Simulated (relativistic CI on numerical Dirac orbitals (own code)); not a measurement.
# One change at a time: Ce18+

Base calculation: Dirac-Coulomb-Breit CI, KLI orbitals optimised for each configuration, a model potential for QED, unscaled Slater integrals.

Configurations in the expansion (outside the closed core [Ar] 3d10): 4s2 4p6 4d4, 4s2 4p5 4d5, 4s2 4p6 4d3 4f, 4s 4p6 4d5, 4s2 4p6 4d3 5s, 4s 4p6 4d4 4f, 4s2 4p6 4d3 5p, 4s2 4p6 4d2 4f 5s, 4s2 4p6 4d3 5d, 4s2 4p6 4d2 5s 5p, 4s2 4p6 4d3 6s, 4p6 4d6, 4p5 4d7, 4s2 4p6 4d2 5s2, 4s2 4p6 4d 4f 5s2, 4s 4p6 4d2 4f 5s2, 4s2 4p6 4d 5s2 5p. Double excitations out of closed p, d and f shells are left out; levels of such configurations are missing from the list, as are those of other unlisted configurations, and high levels can miss mixing partners.

Variants: (1) configuration mixing switched off. Shifts of the energy above 4s2 4p6 4d4 5D_0, in cm⁻¹, for the lowest level and the first level of each name with at least 55 % of one term (blank where a level changes its place among those of its configuration and J or its character, or is not in the variant):

```
           Level      Base     Δ(1)
4s2 4p6 4d4 5D_0       0.0      0.0
4s2 4p6 4d4 5D_1   15724.7   -372.8
4s2 4p6 4d4 5D_2   27962.2   -379.1
4s2 4p6 4d4 5D_3   36652.1   -281.9
4s2 4p6 4d4 3G_3   71704.0   +201.7
4s2 4p6 4d4 3F_2   74299.0   +299.8
4s2 4p6 4d4 3H_5   76741.2   -896.3
4s2 4p6 4d4 3P_1   78138.0   +441.7
4s2 4p6 4d4 3H_6   83213.9  -1286.4
4s2 4p6 4d4 3G_4   89908.7   +356.1
4s2 4p6 4d4 3G_5  113247.9    -91.4
4s2 4p6 4d4 3D_1  116242.7  +2059.6
4s2 4p6 4d4 1I_6  118717.9  -1281.0
4s2 4p6 4d4 1S_0  131010.8  +3774.1
```

At this charge energies of transitions that change n are usually good to better than 1 %, and those within a shell (Δn = 0) to a few per cent. Terms inside the open d or f shell come out 10 to 20 % too wide with unscaled integrals.

Ionisation energy from the two ground configurations alone: base 508.541 eV. The NIST ASD value (theoretical) is 509 eV.

LS names give the leading component of a level, which can be under half, so a name can repeat, a term be missing and a line seem to break the LS rules.
